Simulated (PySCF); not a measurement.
# GeBr₂ + 2 HCl → GeCl₂ + 2 HBr

Level: PBE0 in the def2-TZVP basis family, all electrons, no relativity, computed in PySCF with density fitting; open shells unrestricted.

```tsv
species	state and structure	E (Eh)	ZPE (kJ/mol)	H(298 K) − H(0) (kJ/mol)	S° (J/(mol K))
GeBr₂	singlet, C2v, Ge–Br 2.342 Å (×2); Br–Ge–Br 101.0°	-7224.55006	4.1	14.1	318.5
HCl	singlet, C∞v, H–Cl 1.279 Å	-460.66440	17.9	8.7	186.6
GeCl₂	singlet, C2v, Ge–Cl 2.182 Å (×2); Cl–Ge–Cl 100.1°	-2996.95593	5.7	13.2	295.3
HBr	singlet, C∞v, H–Br 1.421 Å	-2574.45811	16.0	8.7	198.5
```

What is the electronic reaction energy?

At PBE0/def2-TZVP, ΔE = 17.6 kJ/mol from the differences of the total energies times 2625.5, uphill. 

Add zero-point, thermal and entropy terms for 298.15 K and 1 bar.

ΔZPE = -2.2 and Δ[H(298) − H(0)] = -0.9 kJ/mol give ΔH° = 14.5 kJ/mol. ΔS° = 0.6 J/(mol K), so ΔG° = 14.5 − 298.15 × (0.0006) = 14 kJ/mol and log₁₀K = -2.5.

The structures come from searches over a few start shapes, so lower isomers are not excluded.
